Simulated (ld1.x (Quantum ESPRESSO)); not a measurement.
Varying the ultrasoft potential for erbium (Er)

Base potential:

* Element: Er (Z = 68)
* Generator: ld1.x (Quantum ESPRESSO) 7.5
* Type: ultrasoft
* Functional: PBEsol
* Relativity: non-relativistic
* Frozen core: [Kr] 4d10
* Valence charge: 22
* Reference configuration: 4f11.5 5s2 5p6 5d0.5 6s2 6p0
* Partial waves: 5s (bound): rcut 1.75, rcutus 1.85 bohr; 6s (bound): rcut 1.75, rcutus 1.85 bohr; 5p (bound): rcut 2.20, rcutus 2.35 bohr; 6p (bound, empty): rcut 2.20, rcutus 2.35 bohr; 5d (bound): rcut 2.30, rcutus 2.90 bohr; 5d channel at 4.1 Ry: rcut 2.30, rcutus 2.90 bohr; 4f (bound): rcut 1.10, rcutus 1.30 bohr; 4f channel at 0.25 Ry: rcut 1.10, rcutus 1.30 bohr
* Local potential: all-electron potential smoothed inside 2.50 bohr (lloc = -2)
* Core correction: a·sin(br)/r model core inside 1.30 bohr
* Augmentation charge: PSQ, inside the norm-conserving radii

Cutoffs, loose and tight: the cutoffs (Ry, on a coarse ladder) from which the occupation-weighted sum of valence levels, in a spherical-Bessel basis at the reference potential, stays within 10 and 1 mRy of its value at 400 Ry. They do not see the model core or the augmentation charge, which bear on the density cutoff. Test errors are all-electron minus pseudo excitation energies from the reference, over the configurations 4f12 5s2 5p6 5d0 6s2 6p0; 4f12 5s2 5p6 5d0 6s1 6p0; 4f12 5s2 5p6 5d0 6s0 6p0; 4f11 5s2 5p6 5d0 6s2 6p0; 4f12 5s2 5p6 5d0 6s1.5 6p0; 4f12 5s2 5p6 5d1 6s1 6p0; 4f12 5s2 5p6 5d1 6s0 6p0. A dash means not determined; rows that change the core or the reference have their own tests.

Cutoffs are not given where the Bessel-basis levels miss the radial ones by over 6 mRy, ghosts where they miss by over 20 mRy; a channel whose overlap is not positive is not tested.

| change | outcome | cutoff, loose | cutoff, tight | bound ghosts | largest test error (meV) |
| --- | --- | --- | --- | --- | --- |
| base | generated | 120 Ry | 180 Ry | none | -124 |
| waves 5p (bound): rcut 2.16, rcutus 2.30 bohr; 6p (bound): rcut 2.16, rcutus 2.30 bohr | generated | 120 Ry | 180 Ry | none | -121 |
| local potential all-electron potential smoothed inside 2.34 bohr (lloc = -2) | generated | 120 Ry | 180 Ry | none | -118 |
| core correction a·sin(br)/r model core inside 1.48 bohr | generated | 120 Ry | 180 Ry | none | -124 |
| wave 4f channel at 0.25 Ry: rcut 1.10, rcutus 1.30 bohr becomes 4f channel at 0.51 Ry: rcut 1.10, rcutus 1.30 bohr | generated | 120 Ry | 180 Ry | none | -108 |

**Question.** What comes out with this change to the base: local potential all-electron potential smoothed inside 1.00 bohr (lloc = -2)?

**Answer.** outcome: generated, overlap not positive; bound ghosts: not determined (overlap not positive); largest test error (meV): -163. A file whose overlap is not positive is unfit for use, and its test errors describe a broken file.

**Question.** What comes out with this change to the base: waves 5d (bound): rcut 1.68, rcutus 1.78 bohr; 5d channel at 4.1 Ry: rcut 1.68, rcutus 1.78 bohr?

**Answer.** outcome: generated; cutoff, loose: 120 Ry; cutoff, tight: 180 Ry; bound ghosts: none; largest test error (meV): -180.
